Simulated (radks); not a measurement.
Species: S. Configuration: [Ne] 3s2 3p3 6f1 (not the ground configuration). All-electron calculation, scalar-relativistic Kohn-Sham, PBE, spin-unpolarised, spherical densities, finite nucleus; Fermi nuclear charge, rms radius 3.2611 fm. Program: a radial shooting solver on a logarithmic mesh with Libxc functionals.

X-ray form factor f0, the Fourier transform of the density (f0(0) = 16):

sin(theta)/lambda (1/angstrom)  f0 (electrons)
0.05                                    14.636
0.1                                     13.644
0.15                                    12.362
0.2                                     11.082
0.25                                     9.978
0.3                                      9.098
0.4                                      7.871
0.5                                      7.003
0.6                                      6.232
0.8                                      4.775
1                                        3.565
1.25                                     2.535
1.5                                      1.939
2                                        1.412
